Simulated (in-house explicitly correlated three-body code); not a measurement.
Computed with an exponentially correlated three-body code. Model: two electrons around a point charge, non-relativistic, variational in 260 exponentially correlated functions (energies converged to about 1e-7 hartree, or 1e-8 relative for large Z).

Command:
```bash
python run_hyl.py task.json out
```
Settings (lengths in bohr, energies in hartree):
```
Z                      2
nuclear_mass           100
interaction_strength   1
functions              260
states_tried           13
```

Time taken, with all properties: 36 s on 1 thread of AMD EPYC 7R13 Processor (Zen 3), on a shared host.

**Those bound S and P states to n = 4 that converged, binding against the one-electron ion.**

Given: nuclear charge 2; mass of the centre 100 electron masses.

Computed: one-electron threshold -1.98019802 hartree.

```tsv
term	energy (hartree)	binding (eV)
1 1S	-2.87346083	24.307
2 3S	-2.15362507	4.7192
2 1S	-2.12464673	3.9306
2 3P	-2.11269683	3.6055
2 1P	-2.10237974	3.3247
3 3S	-2.04819233	1.8502
3 1S	-2.04084325	1.6502
3 3P	?	?
3 1P	?	?
4 3S	-2.01634379	0.98358
4 1S	-2.01344466	0.90469
4 3P	-2.01227956	0.87298
4 1P	-2.01090181	0.83549
```

**Question.** What belongs in the row 3 3P?

**Answer.** energy (hartree): -2.03789029; binding (eV): 1.5699.

**Question.** What belongs in the row 3 1P?

**Answer.** energy (hartree): -2.03466154; binding (eV): 1.482.

**Converged states only, values per electron or pair.**

```
term  mean r (bohr)  mean r squared (bohr²)  mean inverse r (1/bohr)  mean r12 (bohr)  mean inverse r12 (1/bohr)  mean cosine  mean p1 dot p2 (bohr⁻²)  delta r1 (bohr⁻³)  delta r12 (bohr⁻³)
1 1S        0.93934                  1.2192                    1.671            1.435                    0.93708    -0.060803                  0.14684             1.7564             0.10311
2 3S         2.5768                  11.703                   1.1432           4.4922                    0.26551     -0.01436                0.0061807             1.2815                   -
2 1S         3.0042                   16.43                   1.1241           5.3243                    0.24719    -0.013668                0.0066952              1.271           0.0084157
2 3P         2.6861                  13.324                   1.1228           4.7175                    0.26584    -0.036114                -0.067336             1.2211                   -
2 1P          2.952                  16.222                   1.1115           5.2129                    0.24117   -0.0037639                 0.041918             1.2373           0.0006814
3 3S         5.9157                  70.119                   1.0531           11.111                    0.11615   -0.0036365                 0.001074             1.2473                   -
3 1S              ?                       ?                        ?                ?                          ?            ?                        ?                  ?                   ?
3 3P         6.3635                  83.192                   1.0478           12.008                    0.11524   -0.0099759                -0.019249             1.2317                   -
3 1P         6.7643                  94.229                   1.0444             12.8                    0.10809  -0.00069339                 0.013106             1.2363          0.00023462
4 3S         10.769                  243.44                   1.0243             20.8                   0.064608    -0.001354               0.00023081             1.2403                   -
4 1S              ?                       ?                        ?                ?                          ?            ?                        ?                  ?                   ?
4 3P         11.556                  284.15                   1.0222           22.374                   0.064051   -0.0040168               -0.0080506              1.234                   -
4 1P         12.091                  311.41                   1.0207            23.44                    0.06107  -0.00018713                0.0055085              1.236          0.00010414
```

**Question.** What belongs in the row 3 1S?

**Answer.** mean r (bohr): 6.5788; mean r squared (bohr²): 87.674; mean inverse r (1/bohr): 1.048; mean r12 (bohr): 12.431; mean inverse r12 (1/bohr): 0.1104; mean cosine: -0.0038375; mean p1 dot p2 (bohr⁻²): 0.0014425; delta r1 (bohr⁻³): 1.2454; delta r12 (bohr⁻³): 0.0023688.

**Question.** What belongs in the row 4 1S?

**Answer.** mean r (bohr): 11.67; mean r squared (bohr²): 287.21; mean inverse r (1/bohr): 1.0223; mean r12 (bohr): 22.599; mean inverse r12 (1/bohr): 0.062133; mean cosine: -0.0015149; mean p1 dot p2 (bohr⁻²): 0.00042046; delta r1 (bohr⁻³): 1.2396; delta r12 (bohr⁻³): 0.00097143.
